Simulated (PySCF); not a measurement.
Continuum solvent and chemical shifts

Cartesian coordinates in Å; atom numbers follow the order of the lines, from 1:
```xyz
18

C    -3.0096   -0.1321   -0.3672
C    -2.1909   -0.2230    0.6791
C    -1.2698    0.8729    1.1206
N     0.1038    0.4204    1.2365
N     0.4877   -0.3668    2.2173
C     1.7652   -0.6098    1.9469
C     2.1158    0.0685    0.7589
Si    3.7376    0.1556   -0.1691
N     1.0155    0.7095    0.3391
H    -3.6810   -0.9513   -0.6365
H    -3.0414    0.7643   -0.9943
H    -2.1650   -1.1319    1.2910
H    -1.2641    1.7069    0.4080
H    -1.5674    1.2515    2.1113
H     2.3714   -1.2372    2.5974
H     3.6020   -0.4304   -1.5354
H     4.2038    1.5680   -0.2926
H     4.7469   -0.6303    0.6025
```

GIAO PBE0/pcSseg-1 in PySCF 2.14 on one PBE0-D3(BJ)/def2-SVP conformer, non-relativistic, equivalent nuclei averaged. Solvents enter as an IEF-PCM continuum (tetrahydrofuran with ε = 7.4, methanol with ε = 32.6) around the gas-phase geometry. Shifts are referred to TMS computed in the same medium.

Gas phase, δ in ppm: C6 147.9, C2 143.2, C7 138.1, C1 126.8, C3 60.0, Si8 -80.1, H15 7.78, H12 6.38, H11 5.65, H10 5.49, H13/H14 4.82, H16/H17/H18 4.48. Dipole moment 1.10 D.

**Question.** How does each δ change in the continuum?

**Answer.** 
| atoms | environment | Δδ, tetrahydrofuran | Δδ, methanol |
| --- | --- | --- | --- |
| C6 | aromatic CH next to a ring nitrogen | +1.9 | +2.3 |
| C2 | alkene CH | +0.9 | +1.1 |
| C7 | substituted aromatic carbon next to a ring nitrogen | +1.5 | +1.8 |
| C1 | terminal =CH2 carbon | +2.0 | +2.4 |
| C3 | allylic sp3 CH2 bonded to N | +0.8 | +0.9 |
| Si8 | silicon bonded to C, 3 H | -0.2 | -0.2 |
| H15 | hydrogen on an aromatic CH next to a ring nitrogen | +0.24 | +0.30 |
| H12 | hydrogen on an alkene CH | +0.02 | +0.02 |
| H11 | hydrogen on a terminal =CH2 carbon | +0.18 | +0.22 |
| H10 | hydrogen on a terminal =CH2 carbon | +0.15 | +0.18 |
| H13/H14 | hydrogen on an allylic sp3 CH2 bonded to N | +0.16 | +0.19 |
| H16/H17/H18 | hydrogen on a silicon bonded to C | -0.01 | -0.01 |

Changes are relative to the gas phase. The dipole moment becomes 1.13 D in tetrahydrofuran, 1.12 D in methanol.

**Question.** Which of the listed nuclei move most (in ppm), and what does the model miss? (N and O are left out, as their reference compounds move with the solvent too.)

**Answer.** C6 (aromatic CH next to a ring nitrogen, +2.3 ppm) and C1 (terminal =CH2 carbon, +2.4 ppm) in methanol. A continuum only polarises the solute; specific hydrogen bonds, the anisotropy of aromatic solvents and changes of geometry or conformer are outside it.
